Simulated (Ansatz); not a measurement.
Reaction (atomization): `[CH3][Ge]1([Cl])[O][SiH2]1` → C• + Cl• + Ge• + 5 H• + O• + Si•

Program: Ansatz. Geometries: PBE0-D4/def2-TZVP. ΔE: electronic, gas phase. CCSD(T)/CBS is the MP2 limit (def2-TZVPP, def2-QZVPP) plus CCSD(T) − MP2 in def2-TZVPP, frozen cores. This one scheme is used for every species, atoms too. DFT in def2-TZVPP. B3LYP here is the variant with VWN-RPA as its local correlation; programs differ in this. Open shells (•) are unrestricted, without spin–orbit coupling. Spin–orbit coupling would lower the free atoms: a little for C, Cl, O, Si; clearly for Ge. Bonds to Ge are less sure, by a few kJ/mol each and by 10 to 20 or more in all where they break to atoms, as the def2 sets lack core-valence functions. Scalar relativity is left out up to krypton.

```
             level  ΔE (kJ/mol)  difference from CCSD(T)/CBS
         r2SCAN-D4       3437.0                          9.9
          B3LYP-D4       3385.5                        -41.6
           ωB97X-V       3430.9                          3.8
           ωB97M-V       3410.2                        -16.9
            B2PLYP       3362.7                        -64.4
               PBE       3431.9                          4.8
            r2SCAN       3430.8                          3.7
              PBE0       3375.0                        -52.1
             B3LYP       3343.6                        -83.5
    MP2/def2-TZVPP       3398.6                        -28.5
   CCSD/def2-TZVPP       3271.3                       -155.8
CCSD(T)/def2-TZVPP       3333.1                        -94.0
    MP2/def2-QZVPP       3454.0                         26.9
      HF/CBS(def2)       2441.1                       -986.0
     MP2/CBS(def2)       3492.6                         65.5
    CCSD/CBS(def2)       3365.3                        -61.8
       CCSD(T)/CBS       3427.1                            0
```

Largest T1 diagnostic among the species: 0.013.

The D4 term adds +41.9 kJ/mol with B3LYP and +22.1 kJ/mol with PBE0; it sums over pairs of atoms, weighted by their polarisabilities, and B3LYP, whose exchange is more repulsive, gets the larger term. From PBE to PBE0 (25 % exact exchange), in def2-TZVPP and without D4, ΔE moves by −56.9 kJ/mol: exact exchange takes away binding that semilocal exchange gives to molecules. In def2-TZVPP, CCSD(T) changes the Hartree–Fock value by +896.9 kJ/mol (the triples alone add +61.8 kJ/mol) and MP2 by +962.4 kJ/mol; breaking electron pairs costs correlation energy, which Hartree–Fock lacks.

For atomizations the MP2-based limit and the directly extrapolated one differ by several kJ/mol either way, and by 10 to 25 for some Ge, Se and Sn compounds, so smaller differences from it don't rank the levels.
